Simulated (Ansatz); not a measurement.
Ligand exchange: C5H10O + KSH → C5H10S + KOH

Species: C5H10O (cyclopentanol) `OC1CCCC1`, singlet; KSH `[SH][K]`, singlet; C5H10S `SC1CCCC1`, singlet; KOH `[OH][K]`, singlet. The partners trade OH for SH: C–OH and K–SH bonds give way to C–SH and K–OH.

Shapes, held fixed at every level: PBE0-D4/def2-TZVP. Flexible molecules stand in one conformer, not always the lowest. Programs: Ansatz 0.2.0. The zero-point and thermal change to 298 K, harmonic and unscaled (PBE0-D4/def2-TZVP), is -1.6 kJ/mol.

Estimate ΔH(298 K) of this reaction.

The highest level, CCSD(T)/def2-TZVPP, gives ΔH(298 K) = +38.3 kJ/mol; the levels span +24.4 to +85.3. The column of differences is taken from that level and isn't an error. No measured value is set beside it here. Correlated rows may include outer-core shells of K, which these sets cover unevenly.

```tsv
level	kind	ΔH(298 K) (kJ/mol)	less CCSD(T)/def2-TZVPP
HF/def2-SVP	Hartree–Fock	+85.3	+47.0
HF/def2-TZVPP	Hartree–Fock	+67.0	+28.7
SPW92/def2-TZVPP	LDA	+35.9	-2.4
r2SCAN0-D4/def2-TZVPP	global hybrid	+42.1	+3.8
wB97X-V/def2-TZVPP	range-separated hybrid	+36.7	-1.6
MP2/def2-TZVPP	perturbation theory	+24.4	-13.9
CCSD(T)/def2-SVP	coupled cluster or CI	+45.1	+6.8
CCSD(T)/def2-TZVPP	coupled cluster or CI	+38.3	0.0
```
